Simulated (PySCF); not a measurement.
Vibration and rotation of KF

RHF-CCSD(T) constants of KF, ¹Σ⁺ (singlet), closed shell (basis K aug-pcseg-1, F aug-pcseg-1; no relativity; PySCF 2.14; masses 38.9637 and 18.9984 u):

```
ωe              : 420.8 cm⁻¹
ωexe            : 2.36 cm⁻¹
Be              : 0.26804 cm⁻¹
αe              : 0.00221 cm⁻¹
D (centrifugal) : 4.35e-07 cm⁻¹
De to K + F     : 5.13 eV
```

**Question.** Estimate the standard entropy (1 bar) and heat capacity of the ideal gas at 298.15 K, rigid rotor with B0 and harmonic oscillator at the fundamental.

**Answer.** Translation (Sackur–Tetrode, M = 57.96 u): 159.5 J/(mol K). Rotation: q = kT/(σB0) = 776 with σ = 1, 63.6. Vibration: x = hcν0/kT = 2.01, 3.79. S° = 226.9 J/(mol K); Cp = 7R/2 + 6.01 = 35.1 J/(mol K).

Correlated steps freeze 6 core orbitals. Correlated levels converge slowly with the basis: in double zeta they bind strong bonds too weakly, by up to about 1 eV, and carry superposition errors of some tenths. Where the molecule has an RHF reference, its open-shell atoms are computed with UHF.
